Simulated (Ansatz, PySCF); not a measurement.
This Ansatz (a quantum-chemistry and plane-wave program) input computes a PBE/def2-TZVPD energy:

Ansatz 0.2 input:
```yaml
crystal:
  periodic: [false, false, false]
  atoms:
    - {symbol: Bi, position_ang: [0.02088028, 0.00996680, 0.73258481]}
    - {symbol: Br, position_ang: [0.86526298, -1.73996508, -0.87049242]}
    - {symbol: Br, position_ang: [-0.91477906, 1.71632952, -0.86678013]}
basis:
  gaussian:
    orbitals: def2-TZVPD
hamiltonian:
  xc: {name: PBE}
total_charge: 1
output: {forces: true}
```

Q: Write an input for the same energy in PySCF and say what it gives.

A: 
```python
from pyscf import gto, scf, dft

mol = gto.M(
    atom='''
    Bi    0.02088028    0.00996680    0.73258481
    Br    0.86526298   -1.73996508   -0.87049242
    Br   -0.91477906    1.71632952   -0.86678013
    ''',
    basis='def2-tzvpd',
    ecp='def2-tzvp',
    charge=1,
    spin=0,
    verbose=4,
)

mf = dft.RKS(mol, xc='pbe').density_fit(auxbasis='def2-universal-jkfit')
mf.grids.level = 3
mf.conv_tol = 1e-9
mf.max_cycle = 100
mf.max_memory = 1500
mf.kernel()
if not mf.converged:
    mf = mf.newton()
    mf.kernel(mf.make_rdm1())
mf.analyze()
```
It gives -5362.01369 Eh, and Ansatz -5362.01366 Eh, a difference of 0.03 mEh, from the treatment of integrals and grids.
